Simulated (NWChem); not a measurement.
System: WNHSCl2; SMILES [Cl][W]([Cl])(=[NH])=[S]

Results from NWChem. Geometry: optimised at PBE0/def2-SVP. No frequency run checked for a minimum. def2 effective core potentials on W; no spin-orbit coupling. Level PBE/def2-SVP: energy and gradient on several grids; changes count from the extra-fine grid, which is no exact limit either.

Problem. Which is the coarsest grid (xfine; medium; coarse; fine; xcoarse) from which on the energy stays within 50 μHa and each gradient component within 100 μHa/bohr of xfine?

Solution. medium.
```csv
grid,size of the energy change (μHa),largest change of a gradient component (μHa/bohr)
xcoarse,100,10000
coarse,30,200
medium,< 10,50
fine,< 10,< 30
xfine,< 10,< 30
```
